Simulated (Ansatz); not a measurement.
`N[AsH][GaH2]` + H₂O → `N[AsH]O` + `[GaH3]` at 700 K and 1 bar (formal hydrolysis of the As–Ga bond).

Isolated molecules relaxed with PBE0-D4/def2-TZVP in Ansatz; ΔE leaves out vibrations. CBS: MP2 limit from def2 TZ/QZ plus the TZ coupled-cluster correction, frozen cores. This one scheme is used for every species. For As, Ga outer-core shells are correlated without core-valence functions, which leaves a few kJ/mol of doubt a bond. Scalar relativity is left out up to krypton. One conformer a species, not always the lowest.

```
       species  CCSD(T)/CBS energy (Eh)  H − E (kJ/mol)  S (J/(mol·K))
`N[AsH][GaH2]`              -4216.64372           191.5          439.2
           H₂O                -76.37941            80.5          218.4
     `N[AsH]O`              -2367.29883           181.2          374.3
      `[GaH3]`              -1925.70545            80.8          262.3
```

H − E and S are ideal-gas, rigid-rotor, harmonic terms from PBE0-D4/def2-TZVP, for one conformer and one mirror image of each species. 1 Eh = 2625.50 kJ/mol, R = 8.31446 J/(mol·K).

Q: By hand: ΔE, ΔH, ΔS and ΔG.

A: ΔE = (-2367.29883) + (-1925.70545) − (-4216.64372) − (-76.37941) = 0.01885 Eh = 49.5 kJ/mol. Δ(H − E) = 181.2 + 80.8 − 191.5 − 80.5 = -10.0, so ΔH = 39.5 kJ/mol. ΔS = 374.3 + 262.3 − 439.2 − 218.4 = -21.0 J/(mol·K). ΔG = 39.5 − 700 × (-21.0)/1000 = 54.2 kJ/mol.

Q: By hand: the equilibrium constant, and the temperature at which ΔG would vanish if ΔH and ΔS stayed fixed.

A: log₁₀ K = −ΔG/(RT ln 10) = -4.0. ΔH and −TΔS have one sign here, so there is no such temperature.

TΔS isn't small against ΔH here. A doubt of 5 kJ/mol in ΔE shifts log₁₀ K by 0.4 here. Other conformers and mirror images would add mixing entropy, several J/(mol·K) or more a flexible species. These are equilibria of isolated gas molecules and say nothing of rates. Largest T1 diagnostic: 0.013 (customary marks: 0.02 for closed shells, 0.045 for open ones).
